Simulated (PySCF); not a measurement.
Core-level binding energies of CF3C(O)NH2

Species: CF3C(O)NH2, C2H2F3NO.
Cartesian coordinates in Å at the GFN2-xTB level; atoms count from 1:
```
atom  x, y, z in Å
N1     1.264   -0.452   -0.167
C2     0.419    0.580   -0.030
O3     0.707    1.744   -0.012
C4    -1.053    0.087    0.122
F5    -1.934    1.075    0.097
F6    -1.213   -0.582    1.278
F7    -1.378   -0.778   -0.858
H8     2.248   -0.259   -0.270
H9     0.952   -1.408   -0.185
```

Method: delta-SCF UKS SCAN, pcX-2 on the ionised atom, pcseg-1 elsewhere, spin-free X2C in PySCF. These are vertical core ionisation energies against the vacuum level, from separate self-consistent calculations with and without the core hole.

Q: What binding energy does each computed site have?

A: 
```
 atom(s)              environment  level  binding energy (eV)  above the level's lowest (eV)  count
      C2    amide carbonyl carbon   C 1s               295.20                           0.00      1
      C4               CF3 carbon   C 1s               298.71                          +3.51      1
      N1           amide nitrogen   N 1s               407.16                           0.00      1
      O3             amide oxygen   O 1s               538.27                           0.00      1
F5/F6/F7  fluorine of a CF3 group   F 1s               694.49                           0.00      3
```

The listed C 1s values span 3.51 eV, from C2 (bonded to O (double bond), N and C) to C4 (bonded to 3 F and C). Summing the Pauling electronegativity differences to the bonded atoms, each weighted by its formal bond order, gives +2.27 for the lowest site and +4.29 for the highest.

Q: Which photon wavelength matches the F 1s of F5/F6/F7 threshold?

A: λ = hc/E = 12398.42 eV Å / 694.49 eV = 17.853 Å.

One atom of each set of topologically equivalent atoms was ionised and stands for the set; in this conformer not all members are related by symmetry, and their own values weren't computed. Geometry: GFN2-xTB; no solvent, vibrations or thermal averaging.
